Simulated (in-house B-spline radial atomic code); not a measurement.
**B97-1 excitations of Al3+**

Method: B97-1. Computed with an all-electron radial atomic-structure program (B-spline basis): linear response of the closed shell [He] 2s2 2p6 with the functional's adiabatic kernel; non-relativistic, point nucleus, no spin-orbit coupling, no double excitations, S, P, D and F terms only. Only terms of natural parity with L up to 3 were computed.

Command:
```bash
python run_td.py task.json out
```
Settings (radii: box in bohr, nucleus in fm):
```
Z                        13
electrons                10
configuration            [He] 2s2 2p6
hamiltonian              nr
method                   b97_1
box_radius               23.08
intervals                51
```

Time taken, with all properties: 0.3 s on 1 thread of Arm Neoverse N1, on a shared host.

The lowest states, in the order of their Tamm-Dancoff energies; the method's threshold (minus the highest occupied level) is 108.13 eV. Labels give the largest channel, * marks a mixed state, and oscillator strengths are full-response dipole values. Semilocal kernels can invert the small singlet-triplet splittings of Rydberg terms. Energies in eV:

| state | full response | Tamm-Dancoff | oscillator strength |
| --- | --- | --- | --- |
| 2p → 3s 3P | 72.99 | 73.00 | - |
| 2p → 3s 1P | ? | ? | ? |
| 2p → 3p 3S | 79.57 | 79.61 | - |
| 2p → 3p 3D | 80.37 | 80.38 | - |
| 2p → 3p 1D | ? | ? | - |
| 2p → 3p 1S | 84.24 | 84.57 | - |
| 2p → 3d 3P | 89.62 | 89.62 | - |
| 2p → 3d 3F | 89.79 | 89.80 | - |
| 2p → 3d 1F | 90.03 | 90.03 | - |
| 2p → 3d 1P | 90.73 | 90.77 | 0.598 |
| 2p → 4s 3P | 93.04 | 93.05 | - |
| 2p → 4s 1P | 93.23 | 93.24 | 0.0324 |
| 2p → 4p 3S | 95.18 | 95.19 | - |
| 2p → 4p 3D | 95.34 | 95.35 | - |
| 2p → 4p 1D | 95.47 | 95.47 | - |
| 2p → 4p 1S | 96.43 | 96.54 | - |
| 2p → 4d 3P | 98.35 | 98.35 | - |
| 2p → 4d 3F | 98.37 | 98.38 | - |
| 2p → 4d 1F | 98.43 | 98.43 | - |
| 2p → 4d 1P | 98.72 | 98.74 | 0.219 |
| 2p → 4f 3D | 99.15 | 99.15 | - |
| 2p → 4f 1D | 99.22 | 99.22 | - |

(1) Where does 2p → 3s 1P lie?

(2) Where does 2p → 3p 1D lie?

(3) How large is the singlet-triplet splitting of 2p → 3s (P terms) in Tamm-Dancoff?

(4) What polarisabilities and dispersion coefficient does the method give?

Answers

(1) At 73.74 eV in full response, 73.76 eV in Tamm-Dancoff, oscillator strength 0.208.

(2) At 80.93 eV in full response, 80.93 eV in Tamm-Dancoff.

(3) 0.759 eV, from the unrounded values.

(4) Dipole 0.278 bohr³, quadrupole 0.2361 bohr⁵, C6 0.2592 hartree·bohr⁶ for two such species.
